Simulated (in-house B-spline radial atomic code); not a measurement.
Checks on a self-consistent run for Ar II (Ar+), [He] 2s2 (2p1/2)1 (2p3/2)4 3s2 3p6. Method: Dirac-Hartree-Fock, average of the jj configuration, Fermi nucleus of rms radius 3.4274 fm. Calculated with a radial B-spline atomic code at the basis-set limit.

```
orbital  q      ε (Eh)     <1/r>        <r²>  small-component weight
  1s1/2  2  -121.19011   17.7134  0.00983901               0.0041251
  2s1/2  2   -13.71266   3.65429    0.191963              0.00069762
  2p1/2  1   -11.27050   3.53286    0.170708              0.00066091
  2p3/2  4   -11.07466   3.53519    0.163778              0.00066685
  3s1/2  2    -1.90375   1.05187     1.98226              0.00012259
  3p1/2  2    -1.14337  0.946834     2.53828              0.00010715
  3p3/2  4    -1.15747     0.926     2.49996              9.9553e-05
```

Electron-electron repulsion V_ee = 183.3802 hartree.

(1) What total energy follows from the eigenvalues?

(2) Does the Dirac virial theorem hold?

(3) What diamagnetic shielding (Lamb formula) and susceptibility (Langevin formula) do the radii give?

Results:

(1) The eigenvalues count the repulsion twice, so E = Σqε - V_ee = -336.099 - 183.380 = -519.479 hartree; the run printed -519.479.

(2) For a point nucleus E = -2c²Σq·w, with w the small-component weight. Here Σq·w = 0.013831 and c = 137.0360, so the ratio E/(-2c²Σq·w) is 1.000003.

(3) σ = (α²/3)Σq<1/r> = 68.1104/(3·137.036²) = 1209 ppm, and χ = -0.79199×10⁻⁶·Σq<r²> = -16.05×10⁻⁶ cm³/mol with Σq<r²> = 20.27 bohr². Both are non-relativistic formulas without the paramagnetism of open shells.
